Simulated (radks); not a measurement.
Results of a calculation; reference values are marked as such.
Coulomb parameter of the 5d shell of neutral gold in the model configuration [Xe] 4f14 5d9.5 6s1.5, as a second difference U = [E(n + 0.25) + E(n - 0.25) - 2 E(n)] / (0.25)^2 with all orbitals relaxed. "Bare": the charge of the atom changes with n. "Screened": the 6s shell takes up the change at fixed total charge, which measures U(5d,5d) + U(6s,6s) - 2 U(5d,6s). Level of theory: Dirac Kohn-Sham, PBE, spin-unpolarised, spherical densities, point nucleus; open shells are shared between the two j in proportion to 2j + 1 (a radial shooting solver on a logarithmic mesh with Libxc functionals).

case                      configuration  E - E(n) (eV)
start             [Xe] 4f14 5d9.5 6s1.5          0.000
bare +0.25       [Xe] 4f14 5d9.75 6s1.5         -1.674
bare -0.25       [Xe] 4f14 5d9.25 6s1.5          2.301
screened +0.25  [Xe] 4f14 5d9.75 6s1.25         -0.390
screened -0.25  [Xe] 4f14 5d9.25 6s1.75          0.463

U(bare) = 10.045 eV, U(screened by 6s) = 1.164 eV. The step up makes a negative ion, whose loosely bound charge lowers the bare value.
